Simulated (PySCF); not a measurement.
C₅H₃F₃S, SMILES FC(F)(F)c1cccs1 at its GFN2-xTB optimised geometry (Å):

```
12

F      1.5826     0.4570     0.0000
C      0.2370     0.4570     0.0000
F     -0.1300     1.7528     0.0000
F     -0.1430    -0.0430     1.1849
C     -0.3431    -0.3088    -1.1332
C     -1.2146    -1.3557    -1.0562
C     -1.5660    -1.8460    -2.3300
C     -0.9583    -1.1643    -3.3361
S      0.0577     0.0921    -2.7644
H     -1.5826    -1.7528    -0.1277
H     -2.2400    -2.6681    -2.4850
H     -1.0465    -1.3256    -4.3921
```

Computed with B3LYP/def2-TZVP in PySCF. Cells within 0.4 Å of a nucleus heavier than hydrogen are left out (blank, or x).

Map of the LUMO amplitude (bohr^(-3/2)) on the plane z = 0.0 Å; orbital energy -1.43 eV, overall sign arbitrary:

```
|55555555555555555555555555555|
|55555555555555555555555555555|
|55555555555555555555555555555|
|55555555555555555555555445555|
|55555555555555555555554444455|
|55555555555556665555544444445|
|55555555555557876555444444444|
|5555555555544xx75554444444444|
|5555555555441xx45554444444444|
|4555555555541xx24444444444444|
|44555555555543344554333444444|
|44445555566677765564123444444|
|44444555567889xxx58xx13444444|
|44444455567888xxx49xx33444444|
|44444445567776300368754444444|
|44444444456664200245554444444|
|44444333445543211234444444444|
|44443333344543222234444444444|
|44443333344544333334444444444|
|44443333345554433344444444444|
|44444333456665544444444444444|
|44444444566766554444444444444|
|44444445566666555444444444445|
|44444445566666555544444444445|
|44444455566666555555444444455|
|44444555556665555555544444555|
|44445555555555555555555455555|
|44455555555555555555555555555|
|44555555555555555555555555555|
```
Scale: ten equal steps from -0.066 (start of '0') to 0.066 (end of '9'), in the order '0123456789'; x runs from -4.00 to 4.00, y from -4.00 (bottom) to 4.00 (top).
